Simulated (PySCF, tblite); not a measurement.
Isomers of C5H12OSi2. Computed values, GFN2-xTB/tblite, gas phase, harmonic and unscaled. The method is semi-empirical: single wavenumbers can be off by several per cent or more. Modes of hydrogen on silicon can be 10 to 20 % off. One conformer each.

Electronic energies: PBE0/pcSseg-1 single points on the GFN2-xTB geometries (PySCF, gas phase).

```json
{"SMILES": "CC[C@]1([SiH3])C=CO[SiH2]1", "electronic energy, lowest = 0 (kJ/mol)": "204.1"}
{"SMILES": "C=COC/C([SiH3])=C/[SiH3]", "electronic energy, lowest = 0 (kJ/mol)": "417.5"}
{"SMILES": "CC1=C(CCO)[SiH2][SiH2]1", "electronic energy, lowest = 0 (kJ/mol)": "308.9"}
{"SMILES": "C=C(C=O)[Si@H](C)[SiH2]C", "electronic energy, lowest = 0 (kJ/mol)": "234.1"}
{"SMILES": "C1C[C@@H]2[SiH2]O[SiH2][C@@H]2C1", "electronic energy, lowest = 0 (kJ/mol)": "0.0"}
{"SMILES": "C1C[Si@H](C2CC2)O[SiH2]1", "electronic energy, lowest = 0 (kJ/mol)": "40.7"}
```

**Question.** How do GFN2-xTB zero-point energies change the relative energies?

**Answer.** 
```json
{"SMILES": "C1C[C@@H]2[SiH2]O[SiH2][C@@H]2C1", "ZPE (kJ/mol)": "411.2", "of it from modes above 1550 cm⁻¹": "196.8", "electronic (kJ/mol)": "0.0", "with ZPE, lowest = 0 (kJ/mol)": "0.0", "lowest mode (cm⁻¹)": "13", "rings": "2"}
{"SMILES": "C1C[Si@H](C2CC2)O[SiH2]1", "ZPE (kJ/mol)": "409.3", "of it from modes above 1550 cm⁻¹": "204.1", "electronic (kJ/mol)": "40.7", "with ZPE, lowest = 0 (kJ/mol)": "38.7", "lowest mode (cm⁻¹)": "25", "rings": "2"}
{"SMILES": "CC[C@]1([SiH3])C=CO[SiH2]1", "ZPE (kJ/mol)": "392.5", "of it from modes above 1550 cm⁻¹": "204.6", "electronic (kJ/mol)": "204.1", "with ZPE, lowest = 0 (kJ/mol)": "185.3", "lowest mode (cm⁻¹)": "68", "rings": "1"}
{"SMILES": "C=C(C=O)[Si@H](C)[SiH2]C", "ZPE (kJ/mol)": "388.8", "of it from modes above 1550 cm⁻¹": "221.1", "electronic (kJ/mol)": "234.1", "with ZPE, lowest = 0 (kJ/mol)": "211.7", "lowest mode (cm⁻¹)": "28", "rings": "0"}
{"SMILES": "CC1=C(CCO)[SiH2][SiH2]1", "ZPE (kJ/mol)": "394.6", "of it from modes above 1550 cm⁻¹": "206.8", "electronic (kJ/mol)": "308.9", "with ZPE, lowest = 0 (kJ/mol)": "292.3", "lowest mode (cm⁻¹)": "61", "rings": "1"}
{"SMILES": "C=COC/C([SiH3])=C/[SiH3]", "ZPE (kJ/mol)": "375.4", "of it from modes above 1550 cm⁻¹": "208.6", "electronic (kJ/mol)": "417.5", "with ZPE, lowest = 0 (kJ/mol)": "381.7", "lowest mode (cm⁻¹)": "37", "rings": "0"}
```

The zero-point energies span 35.8 kJ/mol, from `C=COC/C([SiH3])=C/[SiH3]` to `C1C[C@@H]2[SiH2]O[SiH2][C@@H]2C1`. The order is unchanged.

**Question.** And how do the electronic energies of GFN2-xTB itself compare?

**Answer.** `C1C[C@@H]2[SiH2]O[SiH2][C@@H]2C1` 0.0; `C1C[Si@H](C2CC2)O[SiH2]1` 123.5; `CC[C@]1([SiH3])C=CO[SiH2]1` 225.9; `C=C(C=O)[Si@H](C)[SiH2]C` 495.3; `CC1=C(CCO)[SiH2][SiH2]1` 473.0; `C=COC/C([SiH3])=C/[SiH3]` 467.3 kJ/mol, lowest = 0. Against the energies above, taken from the same isomer `C1C[C@@H]2[SiH2]O[SiH2][C@@H]2C1`, the largest difference is 261.2 kJ/mol.

**Question.** What do entropy and thermal enthalpy add at 298.15 K and 1 bar (rigid rotor, harmonic oscillator, one conformer each)?

**Answer.** 
```tsv
SMILES	point group	symmetry number	S (J/(mol K))	H − H(0) (kJ/mol)	ZPE + H − H(0) − TS (kJ/mol)
CC[C@]1([SiH3])C=CO[SiH2]1	C1	1	416.7	30.79	299.1
C=C(C=O)[Si@H](C)[SiH2]C	C1	1	477.7	36.91	283.3
CC1=C(CCO)[SiH2][SiH2]1	C1	1	431.4	32.40	298.4
C=COC/C([SiH3])=C/[SiH3]	C1	1	454.3	34.16	274.1
```

Not tabulated: `C1C[C@@H]2[SiH2]O[SiH2][C@@H]2C1` (lowest mode only 13 cm⁻¹); `C1C[Si@H](C2CC2)O[SiH2]1` (lowest mode only 25 cm⁻¹).
